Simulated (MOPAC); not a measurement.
MOPAC input (AM1):

```
AM1 FORCE THERMO(298,298) PRECISE LET CHARGE=-1 GEO-OK AUX(PRECISION=9) THREADS=1
H2BOSe

B    -0.62019359 1    0.54547887 1   -0.88003136 1
H    -1.29566830 1    0.11963449 1   -1.76388536 1
O    -0.49996194 1    1.87824712 1   -0.81466816 1
H     0.06692873 1    2.07423763 1   -0.06108783 1
Se    0.23891378 1   -0.56869244 1    0.36524080 1
```

From the output:

```
    Se    5   3.428245   0.307182   0.858874   0.072676   4.370014

          HEAT OF FORMATION =    -126.538931 KCALS/MOLE

          ZERO POINT ENERGY      18.558 KCAL/MOL

           NORMAL COORDINATE ANALYSIS (Total motion = 1 Angstrom)

   Root No.       1         2         3         4         5         6         7         8

                 1 A'      1 A"      2 A'      2 A"      3 A'      4 A'      5 A'      6 A'

                 332.4     610.1     738.4     818.8     970.2    1362.0    1424.6    3246.2

           1   -0.1492   -0.0000    0.2133    0.0000   -0.0324    0.0625   -0.1448   -0.0788
           2    0.0647   -0.0000    0.1526    0.0000   -0.0461    0.0439    0.3487    0.0029
           3   -0.0000    0.1025    0.0000   -0.1143   -0.0000    0.0000    0.0000   -0.0000
           4   -0.1407    0.0000    0.2132   -0.0000   -0.0115    0.0566   -0.1575    0.8666
           5   -0.0409    0.0000    0.3815   -0.0000    0.6633   -0.1868    0.0052   -0.0225
           6   -0.0000   -0.0940    0.0000    0.6090    0.0000   -0.0000   -0.0000    0.0000
           7    0.0967    0.0000   -0.0207   -0.0000    0.0263   -0.0330    0.1156    0.0019
           8    0.1949    0.0000    0.0738   -0.0000   -0.0384   -0.0493   -0.1968   -0.0005
           9    0.0000   -0.0788    0.0000    0.0062   -0.0000   -0.0000   -0.0000    0.0000
          10    0.0663   -0.0000    0.0162   -0.0000   -0.0040   -0.1162    0.0768   -0.0510
          11    0.4148   -0.0000   -0.1757   -0.0000    0.2308    0.6567   -0.2176   -0.0108
          12    0.0000    0.7186   -0.0000    0.2674    0.0000    0.0000    0.0000    0.0000
          13    0.0018    0.0000   -0.0279   -0.0000   -0.0007   -0.0011   -0.0026   -0.0000
          14   -0.0531    0.0000   -0.0385   -0.0000    0.0027   -0.0020   -0.0051    0.0001
          15   -0.0000   -0.0060   -0.0000    0.0032    0.0000   -0.0000   -0.0000    0.0000

   Root No.       9

                 7 A'

                3478.5

           1   -0.0080
           2    0.0046
           3    0.0000
           4    0.0470
           5   -0.0055
           6    0.0000
           7   -0.0530
           8   -0.0094
           9   -0.0000
          10    0.8837
          11    0.1022
          12    0.0000
          13   -0.0001
          14    0.0000
          15   -0.0000

           MASS-WEIGHTED COORDINATE ANALYSIS (NORMAL COORDINATES)

   Root No.       1         2         3         4         5         6         7         8

                 1 A'      1 A"      2 A'      2 A"      3 A'      4 A'      5 A'      6 A'

                 332.4     610.1     738.4     818.8     970.2    1362.0    1424.6    3246.2

           1   -0.4051   -0.0000    0.6298    0.0000   -0.1417    0.2638   -0.3038   -0.2849
           2    0.1757   -0.0000    0.4507    0.0000   -0.2014    0.1853    0.7315    0.0103
           3   -0.0000    0.3905    0.0000   -0.4898   -0.0000    0.0000    0.0000   -0.0000
           4   -0.1167    0.0000    0.1922   -0.0000   -0.0153    0.0730   -0.1009    0.9564
           5   -0.0339    0.0000    0.3440   -0.0000    0.8844   -0.2408    0.0033   -0.0248
           6   -0.0000   -0.1094    0.0000    0.7970    0.0000   -0.0000   -0.0000    0.0000
           7    0.3194    0.0000   -0.0745   -0.0000    0.1396   -0.1693    0.2951    0.0084
           8    0.6440    0.0000    0.2650   -0.0000   -0.2042   -0.2532   -0.5023   -0.0022
           9    0.0000   -0.3650    0.0000    0.0322   -0.0000   -0.0000   -0.0000    0.0000
          10    0.0549   -0.0000    0.0146   -0.0000   -0.0054   -0.1498    0.0492   -0.0563
          11    0.3439   -0.0000   -0.1584   -0.0000    0.3077    0.8467   -0.1394   -0.0119
          12    0.0000    0.8358   -0.0000    0.3499    0.0000    0.0000    0.0000    0.0000
          13    0.0131    0.0000   -0.2229   -0.0000   -0.0081   -0.0127   -0.0146   -0.0001
          14   -0.3899    0.0000   -0.3070   -0.0000    0.0317   -0.0230   -0.0292    0.0013
          15   -0.0000   -0.0622   -0.0000    0.0372    0.0000   -0.0000   -0.0000    0.0000

   Root No.       9

                 7 A'

                3478.5

           1   -0.0286
           2    0.0165
           3    0.0000
           4    0.0512
           5   -0.0059
           6    0.0000
           7   -0.2302
           8   -0.0409
           9   -0.0000
          10    0.9639
          11    0.1115
          12    0.0000
          13   -0.0005
          14    0.0004
          15   -0.0000

          DESCRIPTION OF VIBRATIONS

 VIBRATION          1    1A'         ATOM PAIR     ENERGY CONTRIBUTION    RADIAL
 FREQUENCY           332.37         B 1 -- O 3         +29.3% (203.0%)      1.3%
 TRANSITION DIPOLE   0.6178         O 3 -- Se5         +25.4% (189.0%)     98.1%
 TRAVEL (Ang.)       0.1763         B 1 -- Se5         +19.9% (167.4%)     12.7%
 REDUCED MASS        6.5275         O 3 -- H 4         +13.7% (138.6%)     59.7%
 EFFECTIVE MASS     47.0778         B 1 -- H 2         +11.7% (128.1%)     65.4%
 FORCE CONSTANT      0.4249

 VIBRATION          2    1A"         ATOM PAIR     ENERGY CONTRIBUTION    RADIAL
 FREQUENCY           610.09         O 3 -- H 4         +65.8% ( 91.3%)      0.0%
 TRANSITION DIPOLE   1.0972         B 1 -- H 2         +13.1% ( 40.8%)      0.0%
 TRAVEL (Ang.)       0.3279         B 1 -- O 3         +12.3% ( 39.5%)      0.0%
 REDUCED MASS        1.0283         B 1 -- Se5          +7.2% ( 30.3%)      0.0%
 EFFECTIVE MASS      3.6055
 FORCE CONSTANT      0.2255

 VIBRATION          3    2A'         ATOM PAIR     ENERGY CONTRIBUTION    RADIAL
 FREQUENCY           738.43         B 1 -- Se5         +38.5% (123.4%)     92.6%
 TRANSITION DIPOLE   1.2633         B 1 -- O 3         +32.5% (113.5%)      4.0%
 TRAVEL (Ang.)       0.1272         B 1 -- H 2         +19.4% ( 87.7%)     94.4%
 REDUCED MASS        5.6406         O 3 -- H 4          +5.6% ( 47.3%)      0.2%
 EFFECTIVE MASS     18.9001
 FORCE CONSTANT      1.8121

 VIBRATION          4    2A"         ATOM PAIR     ENERGY CONTRIBUTION    RADIAL
 FREQUENCY           818.81         B 1 -- H 2         +78.7% ( 89.9%)      0.0%
 TRANSITION DIPOLE   0.0711         B 1 -- O 3          +7.9% ( 28.4%)      0.0%
 TRAVEL (Ang.)       0.2809         B 1 -- Se5          +7.7% ( 28.1%)      0.0%
 REDUCED MASS        1.0440         O 3 -- H 4          +5.7% ( 24.3%)      0.0%
 EFFECTIVE MASS      2.5846
 FORCE CONSTANT      0.4124

 VIBRATION          5    3A'         ATOM PAIR     ENERGY CONTRIBUTION    RADIAL
 FREQUENCY           970.24         B 1 -- H 2         +67.4% ( 95.1%)      1.3%
 TRANSITION DIPOLE   1.0355         O 3 -- H 4         +16.3% ( 46.8%)      1.3%
 TRAVEL (Ang.)       0.3095         B 1 -- O 3          +6.1% ( 28.7%)     20.4%
 REDUCED MASS        0.7257         B 1 -- Se5          +5.6% ( 27.5%)     99.8%
 EFFECTIVE MASS      2.2991
 FORCE CONSTANT      0.4025

 VIBRATION          6    4A'         ATOM PAIR     ENERGY CONTRIBUTION    RADIAL
 FREQUENCY          1361.97         O 3 -- H 4         +71.0% ( 86.5%)      3.2%
 TRANSITION DIPOLE   1.6753         B 1 -- O 3         +11.4% ( 34.6%)     10.7%
 TRAVEL (Ang.)       0.2473         B 1 -- H 2          +7.9% ( 28.8%)     16.7%
 REDUCED MASS        0.8095         B 1 -- Se5          +6.5% ( 26.1%)     87.9%
 EFFECTIVE MASS      2.8653
 FORCE CONSTANT      0.8847

 VIBRATION          7    5A'         ATOM PAIR     ENERGY CONTRIBUTION    RADIAL
 FREQUENCY          1424.59         B 1 -- O 3         +45.9% (100.3%)    100.0%
```

The dipole moment of an ion depends on the origin.
